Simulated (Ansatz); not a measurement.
This geometry of C3H9Al + H2 (15 atoms, charge 0, multiplicity 1) is a first-order saddle point.

These are results of RKS PBE0-D4/def2-SVP in Ansatz 0.2.0, not measurements.

```xyz
15
Properties=species:S:1:pos:R:3
Al -0.132 -0.220 -0.288
C 0.364 1.648 0.645
C -1.751 -0.953 0.524
C 1.516 -1.135 -0.806
H -0.217 1.395 -0.704
H -0.593 0.906 -1.562
H -0.395 2.399 0.912
H 0.600 1.108 1.582
H 1.287 2.159 0.331
H -2.531 -0.185 0.648
H -1.540 -1.371 1.523
H -2.183 -1.768 -0.080
H 2.227 -0.452 -1.296
H 1.323 -1.968 -1.502
H 2.025 -1.564 0.074
```

(1) Which two structures does it join? (They come from a converged band through this point; their orientation in space is the band's.)

(2) How far does it lie above each of them?

Results:

(1) Bonds broken: Al1–C2, H5–H6. Bonds formed: Al1–H6, C2–H5. C3H9Al + H2 becomes C2H7Al + CH4.

Image 0:

```xyz
15
Properties=species:S:1:pos:R:3
Al 0.054 -0.102 0.154
C 0.511 1.604 1.023
C -1.707 -0.921 0.460
C 1.475 -1.116 -0.750
H -0.482 1.301 -1.603
H -0.862 0.679 -1.836
H -0.349 2.285 1.134
H 0.877 1.401 2.047
H 1.318 2.155 0.512
H -2.505 -0.182 0.641
H -1.668 -1.565 1.358
H -2.029 -1.573 -0.369
H 1.985 -0.520 -1.527
H 1.122 -2.048 -1.220
H 2.259 -1.398 -0.024
```

Image 10:

```xyz
15
Properties=species:S:1:pos:R:3
Al -0.410 -0.438 -0.819
C 0.445 1.888 0.681
C -1.726 -1.049 0.503
C 1.437 -1.097 -0.819
H 0.070 1.895 -0.357
H -0.926 0.421 -2.066
H 0.040 2.777 1.183
H 0.113 1.000 1.240
H 1.542 1.921 0.668
H -2.473 -0.274 0.742
H -1.271 -1.389 1.448
H -2.291 -1.907 0.095
H 2.136 -0.394 -1.302
H 1.499 -2.041 -1.390
H 1.815 -1.315 0.194
```

(2) 0.95 eV above the first and 1.30 eV above the second. This is the barrier of this one path; another mechanism may lie lower. The orbitals stay closed-shell, which can raise the energy where a bond breaks towards radicals; this wasn't checked here.

Run time: 5.8 min on 2 threads of Arm Neoverse V2, on a shared host, peak memory 0.27 GiB.
